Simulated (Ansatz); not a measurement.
Steps of a relaxation of `C[O][Al]([OH])[O]C` with RKS PBE-D4/def2-SVP.

```sh
$ ansatz run in.yaml --threads 4 --pin off --events-out ev --progress --plain --max-ram 11315MiB
```

```yaml
crystal:
  periodic: [false, false, false]
  atoms:
    - {symbol: C, position_ang: [0.600900, -1.035700, 1.793500]}
    - {symbol: O, position_ang: [1.412700, -1.151900, 0.685700]}
    - {symbol: Al, position_ang: [1.001500, 0.134300, -0.611700]}
    - {symbol: O, position_ang: [1.936100, 1.778700, -0.537800]}
    - {symbol: O, position_ang: [-0.198900, -0.235500, -1.950700]}
    - {symbol: C, position_ang: [-1.480400, 0.182100, -1.512000]}
    - {symbol: H, position_ang: [0.831700, -1.755200, 2.546700]}
    - {symbol: H, position_ang: [-0.469300, -1.135500, 1.478900]}
    - {symbol: H, position_ang: [0.685800, 0.023800, 2.300600]}
    - {symbol: H, position_ang: [1.268100, 2.324400, 0.052400]}
    - {symbol: H, position_ang: [-1.817000, -0.412700, -0.597600]}
    - {symbol: H, position_ang: [-2.182000, -0.038200, -2.309600]}
    - {symbol: H, position_ang: [-1.568800, 1.286700, -1.323600]}
basis:
  gaussian: {orbitals: def2-SVP}
hamiltonian: {xc: pbe, dispersion: d4}
relax: {f_tol: 0.03, max_steps: 200}
```

Positions (Å) and forces (eV/Å) along the path, 12 of 20 steps:

```xyz
13
step=1 energy=-14906.5461 eV
C     0.601   -1.036    1.794   -1.119    2.673   -0.178
O     1.413   -1.152    0.686    0.380    1.514   -2.698
Al    1.002    0.134   -0.612    1.195    0.011    0.031
O     1.936    1.779   -0.538   -3.208   -1.127    1.354
O    -0.199   -0.235   -1.951    1.658    0.609    1.712
C    -1.480    0.182   -1.512    0.139   -0.377    0.669
H     0.832   -1.755    2.547    0.319   -1.148    1.065
H    -0.469   -1.135    1.479   -0.214   -0.188    0.583
H     0.686    0.024    2.301   -0.136   -1.212   -0.299
H     1.268    2.324    0.052    1.775   -0.976   -1.386
H    -1.817   -0.413   -0.598   -0.049    0.558   -0.441
H    -2.182   -0.038   -2.310   -0.764   -0.170   -0.559
H    -1.569    1.287   -1.324    0.024   -0.167    0.147
13
step=2 energy=-14907.2643 eV
C     0.589   -1.016    1.793   -0.499    0.710    0.430
O     1.378   -1.092    0.635   -0.307    1.156   -1.235
Al    1.039    0.153   -0.623    0.549    0.061    0.094
O     1.908    1.741   -0.553   -1.736   -0.831    0.703
O    -0.158   -0.196   -1.903    0.556    0.447    1.194
C    -1.484    0.176   -1.529    0.126   -0.164    0.088
H     0.909   -1.766    2.534    0.104   -0.311    0.152
H    -0.512   -1.187    1.603    0.304   -0.048    0.060
H     0.656   -0.013    2.341    0.024   -0.506   -0.337
H     1.340    2.334    0.027    0.908   -0.507   -0.746
H    -1.869   -0.387   -0.632    0.090    0.121   -0.206
H    -2.174   -0.053   -2.361   -0.150   -0.055   -0.178
H    -1.600    1.271   -1.317    0.033   -0.074   -0.020
13
step=3 energy=-14907.5510 eV
C     0.603   -1.048    1.871   -0.196    0.193    0.244
O     1.298   -0.994    0.652   -0.210    0.673   -0.537
Al    0.984    0.231   -0.563    0.596   -0.153   -0.204
O     1.947    1.709   -0.596   -0.982   -0.370    0.443
O    -0.172   -0.111   -1.832    0.219    0.306    0.632
C    -1.535    0.185   -1.591    0.014   -0.120   -0.066
H     1.015   -1.844    2.525    0.051   -0.094   -0.011
H    -0.489   -1.269    1.732    0.121   -0.013    0.086
H     0.673   -0.090    2.463   -0.018   -0.232   -0.107
H     1.515    2.400   -0.042    0.474   -0.193   -0.362
H    -1.948   -0.372   -0.711   -0.028    0.063   -0.055
H    -2.151   -0.109   -2.467   -0.004   -0.028   -0.065
H    -1.720    1.276   -1.425   -0.035   -0.033    0.002
13
step=6 energy=-14907.8403 eV
C     0.605   -1.091    2.000   -0.029   -0.013    0.044
O     1.109   -0.742    0.748   -0.020    0.085    0.070
Al    0.941    0.388   -0.514    0.024    0.054    0.015
O     2.054    1.678   -0.712   -0.059    0.734    0.493
O    -0.256    0.176   -1.717   -0.140    0.077    0.020
C    -1.658    0.171   -1.695    0.029    0.005    0.001
H     1.186   -1.934    2.439    0.012    0.017   -0.042
H    -0.461   -1.422    1.955    0.018    0.000    0.003
H     0.657   -0.246    2.731    0.004   -0.057   -0.012
H     2.067    2.470   -0.123    0.086   -0.822   -0.539
H    -2.086   -0.459   -0.875    0.027    0.011   -0.033
H    -2.066   -0.227   -2.652    0.054    0.000    0.008
H    -2.072    1.203   -1.570   -0.007   -0.091   -0.026
13
step=7 energy=-14907.9118 eV
C     0.584   -1.086    2.013   -0.024    0.006   -0.002
O     1.062   -0.626    0.789   -0.027    0.092    0.087
Al    0.922    0.465   -0.505    0.051    0.008    0.024
O     2.103    1.680   -0.765   -0.024    0.408    0.244
O    -0.288    0.303   -1.699   -0.158    0.070    0.036
C    -1.682    0.153   -1.696    0.072    0.006    0.015
H     1.197   -1.940    2.380    0.001    0.017   -0.030
H    -0.473   -1.445    1.954    0.017    0.003    0.001
H     0.621   -0.297    2.804    0.000   -0.055   -0.035
H     2.258    2.416   -0.139    0.023   -0.478   -0.292
H    -2.055   -0.526   -0.890    0.023    0.015   -0.032
H    -2.031   -0.270   -2.666    0.031    0.001    0.007
H    -2.198    1.138   -1.565    0.014   -0.093   -0.024
13
step=9 energy=-14908.0485 eV
C     0.536   -1.049    1.987    0.013    0.029    0.031
O     1.078   -0.320    0.931   -0.011   -0.033    0.183
Al    0.910    0.605   -0.476   -0.009    0.044   -0.110
O     2.146    1.722   -0.881    0.043    0.282    0.269
O    -0.364    0.471   -1.600   -0.022    0.007    0.065
C    -1.712    0.103   -1.653    0.007    0.060   -0.033
H     1.177   -1.932    2.228   -0.047    0.070   -0.029
H    -0.492   -1.436    1.780    0.050    0.038   -0.018
H     0.477   -0.425    2.914   -0.017   -0.097   -0.081
H     2.601    2.217   -0.171   -0.091   -0.323   -0.305
H    -2.009   -0.633   -0.867    0.023    0.013   -0.011
H    -1.952   -0.355   -2.641    0.022    0.015    0.050
H    -2.376    0.997   -1.539    0.039   -0.105   -0.011
13
step=11 energy=-14908.0950 eV
C     0.487   -1.027    1.931    0.001   -0.027    0.072
O     1.112   -0.235    0.971    0.051    0.074    0.026
Al    0.927    0.662   -0.460   -0.002    0.001   -0.038
O     2.154    1.768   -0.908   -0.072    0.080    0.038
O    -0.376    0.529   -1.545    0.029    0.031    0.013
C    -1.693    0.070   -1.587   -0.046    0.019   -0.041
H     1.098   -1.935    2.150   -0.036    0.028   -0.015
H    -0.529   -1.376    1.630    0.005    0.004   -0.013
H     0.376   -0.471    2.893   -0.018   -0.046   -0.030
H     2.722    2.152   -0.222    0.064   -0.098   -0.048
H    -1.930   -0.682   -0.797   -0.006   -0.012   -0.002
H    -1.911   -0.404   -2.572    0.014   -0.007    0.033
H    -2.416    0.914   -1.469    0.015   -0.046    0.004
13
step=12 energy=-14908.1117 eV
C     0.463   -1.016    1.903   -0.003   -0.050    0.069
O     1.123   -0.193    0.992    0.061    0.084   -0.005
Al    0.934    0.690   -0.449   -0.009   -0.007   -0.019
O     2.156    1.792   -0.913   -0.216   -0.021   -0.153
O    -0.381    0.554   -1.518    0.038    0.033    0.004
C    -1.683    0.055   -1.555   -0.055    0.003   -0.040
H     1.062   -1.934    2.110   -0.028    0.015   -0.015
H    -0.545   -1.348    1.560   -0.004   -0.004   -0.017
H     0.324   -0.494    2.879   -0.017   -0.020    0.003
H     2.785    2.117   -0.258    0.223    0.014    0.143
H    -1.895   -0.704   -0.764   -0.004   -0.015    0.002
H    -1.890   -0.427   -2.538    0.013   -0.013    0.019
H    -2.431    0.874   -1.435    0.001   -0.021    0.008
13
step=16 energy=-14908.1235 eV rejected
C     0.430   -0.994    1.862    0.007    0.127   -0.017
O     1.129   -0.077    1.063   -0.061   -0.057    0.069
Al    0.901    0.801   -0.382    0.108   -0.098   -0.089
O     2.138    1.863   -0.902    0.730    0.089    0.472
O    -0.422    0.639   -1.437   -0.102   -0.001    0.006
C    -1.677    0.026   -1.510    0.027    0.049    0.039
H     1.031   -1.919    2.021   -0.014    0.032   -0.002
H    -0.552   -1.306    1.429    0.046    0.006    0.029
H     0.225   -0.553    2.867   -0.009   -0.080   -0.036
H     2.969    1.931   -0.370   -0.766   -0.061   -0.459
H    -1.841   -0.750   -0.724   -0.006    0.011   -0.016
H    -1.815   -0.474   -2.497    0.018    0.032    0.023
H    -2.495    0.779   -1.405    0.021   -0.049   -0.020
13
step=18 energy=-14908.1363 eV
C     0.431   -0.989    1.866    0.000    0.015   -0.007
O     1.124   -0.063    1.076   -0.027   -0.023    0.033
Al    0.914    0.783   -0.392    0.024   -0.014   -0.012
O     2.150    1.846   -0.911    0.123    0.012    0.084
O    -0.431    0.652   -1.423   -0.040   -0.007    0.008
C    -1.679    0.030   -1.509    0.013    0.014   -0.005
H     1.037   -1.913    2.016    0.005    0.005   -0.004
H    -0.547   -1.306    1.430    0.007    0.008    0.002
H     0.220   -0.570    2.877    0.007    0.000   -0.023
H     2.956    1.939   -0.375   -0.135   -0.012   -0.082
H    -1.847   -0.750   -0.728    0.005    0.005    0.002
H    -1.801   -0.466   -2.499    0.004    0.006    0.007
H    -2.505    0.774   -1.413    0.013   -0.009   -0.002
13
step=19 energy=-14908.1367 eV
C     0.430   -0.990    1.865    0.002    0.014   -0.005
O     1.124   -0.068    1.072   -0.006   -0.008    0.008
Al    0.918    0.775   -0.397    0.003    0.009    0.000
O     2.150    1.845   -0.911    0.063    0.000    0.040
O    -0.429    0.649   -1.425   -0.017    0.000    0.004
C    -1.678    0.031   -1.508    0.014    0.002   -0.002
H     1.036   -1.913    2.019   -0.004    0.001    0.002
H    -0.548   -1.307    1.430    0.005    0.000    0.005
H     0.220   -0.566    2.874    0.002   -0.009   -0.011
H     2.950    1.947   -0.370   -0.065   -0.006   -0.042
H    -1.846   -0.748   -0.726   -0.003    0.002   -0.001
H    -1.805   -0.466   -2.498   -0.002    0.002    0.005
H    -2.502    0.777   -1.410    0.007   -0.006   -0.002
13
step=20 energy=-14908.1369 eV
C     0.430   -0.990    1.863   -0.002    0.000    0.000
O     1.124   -0.066    1.075    0.000   -0.001    0.000
Al    0.918    0.779   -0.394    0.000    0.002   -0.001
O     2.152    1.841   -0.915    0.001    0.000    0.001
O    -0.434    0.659   -1.416   -0.001    0.001    0.002
C    -1.678    0.031   -1.506   -0.001    0.000    0.000
H     1.032   -1.916    2.011    0.000    0.000   -0.001
H    -0.550   -1.302    1.430    0.001    0.001    0.001
H     0.223   -0.572    2.876    0.000   -0.001    0.000
H     2.950    1.948   -0.374    0.000    0.000    0.000
H    -1.847   -0.743   -0.720    0.000    0.000    0.000
H    -1.792   -0.474   -2.493    0.002   -0.001    0.001
H    -2.507    0.772   -1.422    0.000   -0.001   -0.001
```

It took 28 s on 4 threads of an Arm Neoverse V2 on a shared host, with 0.17 GiB of host memory at the peak.
